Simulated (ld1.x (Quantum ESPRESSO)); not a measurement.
## scandium (Sc): one change to a TM potential, before and after

ld1.x (Quantum ESPRESSO) 7.5 input, shortened:

```
&input
   title='Sc', zed=21., rel=1, dft='WC', iswitch=3,
   config='[Ar] 3d1.5 4s1.5 4p0'
 /
 &inputp
   pseudotype=2, tm=.true., lloc=0,
   nlcc=.true., new_core_ps=.true., rcore=1.85
 /
3
4P  2  1   0.00   0.00  3.10  3.10  0.0
3D  3  2   1.50   0.00  2.35  2.35  0.0
4S  1  0   1.50   0.00  2.20  2.20  0.0
 &test
   configts(1)='3d1.5 4s1.5 4p0'
 /
```

All-electron outer shells of the reference configuration (Wu–Cohen, scalar-relativistic, ld1.x):

| shell | level (eV) | outermost node (bohr) | outermost maximum (bohr) |
| --- | --- | --- | --- |
| 3s | -53.17 | 0.42 | 0.93 |
| 3p | -31.94 | 0.39 | 0.97 |
| 4s | -3.81 | 1.34 | 3.22 |
| 3d | -2.09 | – | 1.13 |
| 4p | -1.25 | 1.51 | 4.18 |

Change: wave 3d (bound): rc 2.35 bohr becomes 3d (bound): rc 1.52 bohr.

Cutoffs: the cutoffs (Ry, on a coarse ladder) from which the occupation-weighted sum of valence levels, in a spherical-Bessel basis at the reference potential, stays within 10 and 1 mRy of its value at 400 Ry; they do not see the model core or the augmentation charge, which bear on the density cutoff. Errors are all-electron minus pseudo energies relative to the spin-unpolarised reference configuration.

Question: Predict the effect on cutoff, ghosts and configuration errors.

Answer: The potential gets harder (35 Ry and 45 Ry → 70 Ry and 80 Ry); of the 7 tests that both files solve, the error grows in 5 and shrinks in 0 by more than 15 % and 0.3 meV (median size 50.0 → 67.3 meV); neither file shows a bound ghost. A smaller radius makes the pseudo-wave follow the all-electron one further in, where it bends more sharply, so more plane waves are needed. That the errors move this way runs against the usual rule that smaller radii transfer better.

| quantity | base | changed |
| --- | --- | --- |
| cutoff, loose | 35 Ry | 70 Ry |
| cutoff, tight | 45 Ry | 80 Ry |
| loose cutoff by channel (10 mRy a level) | d 35 Ry, s 10 Ry | d 70 Ry, s 10 Ry |
| bound ghosts | none | none |
| error for 3d1 4s2 4p0, meV [ΔE -0.68 eV] | -20 | -38 |
| error for 3d1 4s1 4p0, meV [ΔE 6.23 eV] | -20 | -31 |
| error for 3d1 4s0 4p0, meV [ΔE 18.81 eV] | -123 | -131 |
| error for 3d1 4s1 4p1, meV [ΔE 2.13 eV] | -51 | -67 |
| error for 3d2 4s1 4p0, meV [ΔE 0.99 eV] | -18 | -27 |
| error for 3d1 4s0 4p1, meV [ΔE 9.64 eV] | -105 | -118 |
| error for 3d0 4s2 4p0, meV [ΔE 7.74 eV] | +50 | -191 |
| s: phases at 3.36 bohr within 0.05 rad from the reference energy up to (Ry; the scan ends near 5) | 0.6 | 0.6 |
| p: phases at 3.36 bohr within 0.05 rad from the reference energy up to (Ry; the scan ends near 5) | 2.7 | 2.7 |
| d: phases at 3.36 bohr within 0.05 rad from the reference energy up to (Ry; the scan ends near 5) | 0.5 | 0.5 |
